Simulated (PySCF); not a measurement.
# Excitation energy of Si⁺ by level of theory

Si⁺ [Ne] 3s2 3p1 (2P) → Si⁺ [Ne] 3s1 3p2 (4P), as a difference of total energies. Computed with PySCF 2.14 in aug-cc-pVQZ-DK, with scalar relativity by spin-free X2C-1e. Correlated levels: valence: [Ne] frozen. The calculations carry no spin-orbit coupling.

```csv
method,excitation energy (cm⁻¹)
UHF,31697
MP2 (valence),39054
SCS-MP2 (valence),41966
CCSD (valence),41398
CCSD(T) (valence),41632
```

Errors of the correlated levels include the incompleteness of this basis and the frozen core.

Task: Which method comes closest to the reference value, and which is furthest?

Result: The reference is 42811 cm⁻¹ (measured; NIST levels, between the centres of gravity of the two terms). Closest: SCS-MP2 (valence) (error -844.24 cm⁻¹); furthest: UHF (error -11114 cm⁻¹).
